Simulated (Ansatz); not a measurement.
**Molecular dynamics of CH6BNO**

Input:

```yaml
crystal:
  periodic: [false, false, false]
  atoms:
    - { symbol: B, position_ang: [0.012495, -0.157249, 0.153212] }
    - { symbol: "N", position_ang: [-0.005595, 0.195434, 1.516839] }
    - { symbol: H, position_ang: [-0.835016, 0.513229, 1.997697] }
    - { symbol: H, position_ang: [0.822138, 0.148522, 2.098819] }
    - { symbol: O, position_ang: [1.232059, -0.574729, -0.356813] }
    - { symbol: H, position_ang: [1.173422, -0.799723, -1.292799] }
    - { symbol: C, position_ang: [-1.293082, -0.079979, -0.746337] }
    - { symbol: H, position_ang: [-1.541709, -1.070105, -1.171587] }
    - { symbol: H, position_ang: [-2.184204, 0.27454, -0.202632] }
    - { symbol: H, position_ang: [-1.143608, 0.598161, -1.606999] }
basis:
  gaussian: { orbitals: cc-pVDZ }
hamiltonian:
  xc: b3lyp
md:
  timestep: 0.5
  n_steps: 150
  ensemble: nve
  temperature: 1500.0
  initial_velocities: maxwell_boltzmann
  seed: 13715
```

Command:

```bash
$ ansatz run input.yaml --threads 1 --pin off --max-ram 2048MiB --backend cpu --events-out ev --progress --plain --runs-dir out
```

It starts from a relaxed structure.

Output, in part (one step line in 3, the closing report, with atoms numbered from 0):

```
md step     0: t =     0.00 fs  T =  1500.0 K  F+E_penalty+E_count = -5351.52085329 eV  E_kin = 1.551120 eV  conserved = -5349.96973330 eV  (25 SCF iters)
md step     3: t =     1.50 fs  T =  1236.6 K  F+E_penalty+E_count = -5351.24304185 eV  E_kin = 1.278704 eV  conserved = -5349.96433831 eV  (24 SCF iters)
md step     6: t =     3.00 fs  T =   997.9 K  F+E_penalty+E_count = -5350.99501177 eV  E_kin = 1.031951 eV  conserved = -5349.96306058 eV  (24 SCF iters)
md step     9: t =     4.50 fs  T =   979.8 K  F+E_penalty+E_count = -5350.97987429 eV  E_kin = 1.013209 eV  conserved = -5349.96666497 eV  (25 SCF iters)
md step    12: t =     6.00 fs  T =   798.9 K  F+E_penalty+E_count = -5350.79117352 eV  E_kin = 0.826146 eV  conserved = -5349.96502796 eV  (25 SCF iters)
md step    15: t =     7.50 fs  T =   615.5 K  F+E_penalty+E_count = -5350.59879759 eV  E_kin = 0.636434 eV  conserved = -5349.96236327 eV  (25 SCF iters)
md step    18: t =     9.00 fs  T =   668.3 K  F+E_penalty+E_count = -5350.65623463 eV  E_kin = 0.691058 eV  conserved = -5349.96517665 eV  (25 SCF iters)
md step    21: t =    10.50 fs  T =   688.3 K  F+E_penalty+E_count = -5350.67730257 eV  E_kin = 0.711806 eV  conserved = -5349.96549644 eV  (25 SCF iters)
md step    24: t =    12.00 fs  T =   593.4 K  F+E_penalty+E_count = -5350.57875648 eV  E_kin = 0.613633 eV  conserved = -5349.96512334 eV  (24 SCF iters)
md step    27: t =    13.50 fs  T =   495.6 K  F+E_penalty+E_count = -5350.47573768 eV  E_kin = 0.512471 eV  conserved = -5349.96326713 eV  (25 SCF iters)
md step    30: t =    15.00 fs  T =   535.1 K  F+E_penalty+E_count = -5350.51933157 eV  E_kin = 0.553367 eV  conserved = -5349.96596504 eV  (25 SCF iters)
md step    33: t =    16.50 fs  T =   478.8 K  F+E_penalty+E_count = -5350.46036512 eV  E_kin = 0.495099 eV  conserved = -5349.96526568 eV  (25 SCF iters)
md step    36: t =    18.00 fs  T =   349.4 K  F+E_penalty+E_count = -5350.32556671 eV  E_kin = 0.361286 eV  conserved = -5349.96428048 eV  (24 SCF iters)
md step    39: t =    19.50 fs  T =   325.1 K  F+E_penalty+E_count = -5350.29896016 eV  E_kin = 0.336200 eV  conserved = -5349.96276026 eV  (25 SCF iters)
md step    42: t =    21.00 fs  T =   495.4 K  F+E_penalty+E_count = -5350.47855553 eV  E_kin = 0.512276 eV  conserved = -5349.96627923 eV  (25 SCF iters)
md step    45: t =    22.50 fs  T =   519.8 K  F+E_penalty+E_count = -5350.50296693 eV  E_kin = 0.537476 eV  conserved = -5349.96549140 eV  (25 SCF iters)
md step    48: t =    24.00 fs  T =   473.1 K  F+E_penalty+E_count = -5350.45194410 eV  E_kin = 0.489197 eV  conserved = -5349.96274754 eV  (26 SCF iters)
md step    51: t =    25.50 fs  T =   630.2 K  F+E_penalty+E_count = -5350.61737159 eV  E_kin = 0.651679 eV  conserved = -5349.96569217 eV  (25 SCF iters)
md step    54: t =    27.00 fs  T =   717.0 K  F+E_penalty+E_count = -5350.70779314 eV  E_kin = 0.741389 eV  conserved = -5349.96640424 eV  (25 SCF iters)
md step    57: t =    28.50 fs  T =   643.0 K  F+E_penalty+E_count = -5350.62873148 eV  E_kin = 0.664942 eV  conserved = -5349.96378903 eV  (24 SCF iters)
md step    60: t =    30.00 fs  T =   639.2 K  F+E_penalty+E_count = -5350.62553180 eV  E_kin = 0.660996 eV  conserved = -5349.96453624 eV  (25 SCF iters)
md step    63: t =    31.50 fs  T =   689.6 K  F+E_penalty+E_count = -5350.67707660 eV  E_kin = 0.713077 eV  conserved = -5349.96399943 eV  (24 SCF iters)
md step    66: t =    33.00 fs  T =   812.1 K  F+E_penalty+E_count = -5350.80525714 eV  E_kin = 0.839791 eV  conserved = -5349.96546614 eV  (25 SCF iters)
md step    69: t =    34.50 fs  T =   883.2 K  F+E_penalty+E_count = -5350.87843952 eV  E_kin = 0.913309 eV  conserved = -5349.96513098 eV  (24 SCF iters)
md step    72: t =    36.00 fs  T =   967.5 K  F+E_penalty+E_count = -5350.96409763 eV  E_kin = 1.000424 eV  conserved = -5349.96367329 eV  (24 SCF iters)
md step    75: t =    37.50 fs  T =  1177.1 K  F+E_penalty+E_count = -5351.18384083 eV  E_kin = 1.217222 eV  conserved = -5349.96661924 eV  (24 SCF iters)
md step    78: t =    39.00 fs  T =  1163.9 K  F+E_penalty+E_count = -5351.17075288 eV  E_kin = 1.203591 eV  conserved = -5349.96716174 eV  (24 SCF iters)
md step    81: t =    40.50 fs  T =   884.4 K  F+E_penalty+E_count = -5350.87765165 eV  E_kin = 0.914591 eV  conserved = -5349.96306026 eV  (25 SCF iters)
md step    84: t =    42.00 fs  T =   798.5 K  F+E_penalty+E_count = -5350.78935620 eV  E_kin = 0.825762 eV  conserved = -5349.96359466 eV  (25 SCF iters)
md step    87: t =    43.50 fs  T =   869.6 K  F+E_penalty+E_count = -5350.86657904 eV  E_kin = 0.899245 eV  conserved = -5349.96733439 eV  (24 SCF iters)
md step    90: t =    45.00 fs  T =   742.7 K  F+E_penalty+E_count = -5350.73249250 eV  E_kin = 0.767998 eV  conserved = -5349.96449494 eV  (25 SCF iters)
md step    93: t =    46.50 fs  T =   673.8 K  F+E_penalty+E_count = -5350.66104979 eV  E_kin = 0.696760 eV  conserved = -5349.96428937 eV  (24 SCF iters)
md step    96: t =    48.00 fs  T =   702.3 K  F+E_penalty+E_count = -5350.69220752 eV  E_kin = 0.726275 eV  conserved = -5349.96593215 eV  (24 SCF iters)
md step    99: t =    49.50 fs  T =   613.0 K  F+E_penalty+E_count = -5350.59878708 eV  E_kin = 0.633927 eV  conserved = -5349.96485979 eV  (25 SCF iters)
md step   102: t =    51.00 fs  T =   517.6 K  F+E_penalty+E_count = -5350.49847938 eV  E_kin = 0.535204 eV  conserved = -5349.96327576 eV  (25 SCF iters)
md step   105: t =    52.50 fs  T =   575.1 K  F+E_penalty+E_count = -5350.55920100 eV  E_kin = 0.594703 eV  conserved = -5349.96449757 eV  (25 SCF iters)
md step   108: t =    54.00 fs  T =   702.3 K  F+E_penalty+E_count = -5350.69059786 eV  E_kin = 0.726188 eV  conserved = -5349.96440946 eV  (24 SCF iters)
md step   111: t =    55.50 fs  T =   829.1 K  F+E_penalty+E_count = -5350.82482018 eV  E_kin = 0.857371 eV  conserved = -5349.96744913 eV  (24 SCF iters)
md step   114: t =    57.00 fs  T =   758.9 K  F+E_penalty+E_count = -5350.74789353 eV  E_kin = 0.784740 eV  conserved = -5349.96315310 eV  (25 SCF iters)
md step   117: t =    58.50 fs  T =   845.1 K  F+E_penalty+E_count = -5350.83907290 eV  E_kin = 0.873945 eV  conserved = -5349.96512803 eV  (24 SCF iters)
md step   120: t =    60.00 fs  T =   941.7 K  F+E_penalty+E_count = -5350.94065005 eV  E_kin = 0.973832 eV  conserved = -5349.96681769 eV  (24 SCF iters)
md step   123: t =    61.50 fs  T =   811.6 K  F+E_penalty+E_count = -5350.80423744 eV  E_kin = 0.839280 eV  conserved = -5349.96495733 eV  (25 SCF iters)
md step   126: t =    63.00 fs  T =   703.8 K  F+E_penalty+E_count = -5350.69009198 eV  E_kin = 0.727794 eV  conserved = -5349.96229782 eV  (24 SCF iters)
md step   129: t =    64.50 fs  T =   847.4 K  F+E_penalty+E_count = -5350.84381502 eV  E_kin = 0.876298 eV  conserved = -5349.96751714 eV  (24 SCF iters)
md step   132: t =    66.00 fs  T =   768.1 K  F+E_penalty+E_count = -5350.75965101 eV  E_kin = 0.794240 eV  conserved = -5349.96541141 eV  (24 SCF iters)
md step   135: t =    67.50 fs  T =   645.0 K  F+E_penalty+E_count = -5350.62941127 eV  E_kin = 0.667011 eV  conserved = -5349.96240004 eV  (24 SCF iters)
md step   138: t =    69.00 fs  T =   798.7 K  F+E_penalty+E_count = -5350.79209484 eV  E_kin = 0.825874 eV  conserved = -5349.96622066 eV  (24 SCF iters)
md step   141: t =    70.50 fs  T =   836.0 K  F+E_penalty+E_count = -5350.83086185 eV  E_kin = 0.864441 eV  conserved = -5349.96642132 eV  (24 SCF iters)
md step   144: t =    72.00 fs  T =   743.9 K  F+E_penalty+E_count = -5350.73246721 eV  E_kin = 0.769222 eV  conserved = -5349.96324536 eV  (25 SCF iters)
md step   147: t =    73.50 fs  T =   807.9 K  F+E_penalty+E_count = -5350.80146299 eV  E_kin = 0.835426 eV  conserved = -5349.96603713 eV  (23 SCF iters)
md step   150: t =    75.00 fs  T =   786.8 K  F+E_penalty+E_count = -5350.77862528 eV  E_kin = 0.813612 eV  conserved = -5349.96501309 eV  (25 SCF iters)
Total energy: -5350.77884421 eV, -196.6374956365 hartree
Atom 0 at    -0.030153    -0.292232     0.259620 Å, force    -0.404400     0.793529    -3.832162 eV/Å
Atom 1 at     0.044168     0.201489     1.538218 Å, force    -1.627495     0.113994     1.111803 eV/Å
Atom 2 at    -0.687404     0.370872     2.213640 Å, force    -0.475533    -0.056377    -0.356591 eV/Å
Atom 3 at     0.881984     0.071042     2.020283 Å, force     1.994804    -0.143375     0.874888 eV/Å
Atom 4 at     1.218509    -0.501928    -0.359877 Å, force    -0.527942    -0.414929    -1.301260 eV/Å
Atom 5 at     1.113969    -0.533761    -1.360851 Å, force     0.124559    -0.102770     1.958531 eV/Å
Atom 6 at    -1.310682    -0.094813    -0.824012 Å, force    -0.539312     0.592099     0.394787 eV/Å
Atom 7 at    -2.191910    -0.831319    -0.951182 Å, force     1.030456     1.029171     0.818043 eV/Å
Atom 8 at    -1.682859     0.995220    -0.691627 Å, force    -0.039567    -1.550006     0.190507 eV/Å
Atom 9 at    -0.952108    -0.022704    -1.871783 Å, force     0.464429    -0.261337     0.141453 eV/Å
Dipole moment:    -0.134827     0.018897     0.128085 e Å
```

All steps were run. The conserved energy stayed within 0.78 meV per atom of its start (net change 0.47 meV per atom), so the integration is sound. Over the second half the temperature averaged 0.52 of the 1500 K drawn at the start: a run that starts near a minimum puts about half its kinetic energy into the potential. A run of 0.075 ps of so small a system gives no equilibrium averages.

The same pairs are bonded in the first frame and the last. Pairs count as bonded within 1.25 times the sum of covalent radii (0.12 Å more for H–H).

Last frame:

```xyz
10
Properties=species:S:1:pos:R:3
B -0.030 -0.292 0.260
N 0.044 0.202 1.538
H -0.687 0.371 2.214
H 0.882 0.071 2.020
O 1.218 -0.502 -0.360
H 1.114 -0.534 -1.361
C -1.311 -0.095 -0.824
H -2.192 -0.831 -0.951
H -1.683 0.995 -0.692
H -0.952 -0.023 -1.872
```

Time of the run: 7.3 min on 1 thread of Arm Neoverse V1 (shared host), peak memory 0.15 GiB.
